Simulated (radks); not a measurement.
The numbers below are computed, except where a source is named.
Valence configurations of Ho (all share [Xe]). Code: a radial shooting solver on a logarithmic mesh with Libxc functionals. Model: Dirac Kohn-Sham, PBEsol, spin-unpolarised, spherical densities, point nucleus; open shells fill j = l - 1/2 first. Energies are relative to 4f11 6s2; eigenvalues in eV.

valence           E (eV)  e(4f5/2)  e(4f7/2)  e(5d3/2)  e(6p1/2)  e(6s1/2)
4f11 6s2           0.000    -3.645    -2.670         -         -    -3.807
4f11 6s1 6p1       2.571    -4.927    -3.951         -    -1.882    -4.510
4f10 5d1 6s2       3.844    -9.713    -8.673    -2.336         -    -4.323
4f11 5d1 6s1       2.695    -2.912    -1.938    -0.867         -    -3.607
4f10.5 5d0.5 6s2   1.315    -6.593    -5.585    -1.777         -    -4.106
4f10 5d2 6s1       6.003    -8.365    -7.326    -1.613         -    -3.917
4f10 6s2 6p1       5.248   -12.843   -11.800         -    -2.345    -5.566
4f11 5d1 6p1       5.082    -3.946    -2.972    -1.604    -1.766         -

NIST lists [Xe] 4f11 6s2 as the ground configuration; this level of theory agrees among the configurations tried. The energies are those of spherical spin-averaged densities, not of single terms. No valid solution was reached for [Xe] 4f12 6s1; [Xe] 4f12 6p1.
